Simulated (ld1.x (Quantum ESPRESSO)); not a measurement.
**Which change was made? (Nb, TM)**

```json
{"Element": "niobium", "Generator": "ld1.x (Quantum ESPRESSO) 7.5", "Type": "norm-conserving Troullier–Martins (Kleinman–Bylander form)", "Functional": "PBE", "Relativity": "scalar-relativistic", "Frozen core": "[Ar] 3d10", "Valence charge": "13", "Reference configuration": "4s2 4p6 4d3.5 5s0 5p0 (charge +1.5)", "Partial waves": "4s (bound): rc 1.50 bohr; 4d (bound): rc 1.65 bohr; 4p (bound): rc 1.45 bohr", "Local potential": "the p channel", "Core correction": "a·sin(br)/r model core, default radius (core density twice the valence density)"}
```

Cutoffs, loose and tight: the cutoffs (Ry, on a coarse ladder) from which the occupation-weighted sum of valence levels, in a spherical-Bessel basis at the reference potential, stays within 10 and 1 mRy of its value at 400 Ry. They do not see the model core or the augmentation charge, which bear on the density cutoff. Test errors are all-electron minus pseudo excitation energies from the reference, over the configurations 4s2 4p6 4d4 5s1 5p0; 4s2 4p6 4d4 5s0 5p0; 4s2 4p6 4d3 5s0 5p0; 4s2 4p5 4d4 5s1 5p0; 4s2 4p6 4d5 5s0 5p0; 4s2 4p6 4d4 5s0.5 5p0; 4s2 4p6 4d4.5 5s0.5 5p0; variants that change the core or the reference have their own tests.

The base gives: outcome: generated; cutoff, loose: 70 Ry; cutoff, tight: 110 Ry; bound ghosts: none; largest test error (meV): +157.

On the changes marked as counting shells twice: ld1.x takes every shell without a wave as core, so the model core holds the marked electrons as well and exchange and correlation see them twice. This cancels in the reference configuration, but the file is broken for other ones, and its errors say nothing about a proper core correction.

(1) After one change the result is: outcome: generated; cutoff, loose: 70 Ry; cutoff, tight: 110 Ry; bound ghosts: none; largest test error (meV): -202. Which change was it?
A. local potential the s channel
B. reference 4s2 4p6 4d4.5 5s0.5 5p0 (5s counted twice)
C. wave 4s (bound): rc 1.50 bohr becomes 4s (bound): rc 2.12 bohr
D. wave 4p (bound): rc 1.45 bohr becomes 4p (bound): rc 1.84 bohr

## Answers

(1) B. The others give: wave 4s (bound): rc 1.50 bohr becomes 4s (bound): rc 2.12 bohr → outcome: generated; cutoff, loose: 55 Ry; cutoff, tight: 100 Ry; bound ghosts: none; largest test error (meV): +1121 | local potential the s channel → outcome: generated; cutoff, loose: 70 Ry; cutoff, tight: 110 Ry; bound ghosts: none; largest test error (meV): +429 | wave 4p (bound): rc 1.45 bohr becomes 4p (bound): rc 1.84 bohr → outcome: generated; cutoff, loose: 60 Ry; cutoff, tight: 100 Ry; bound ghosts: none; largest test error (meV): +240.
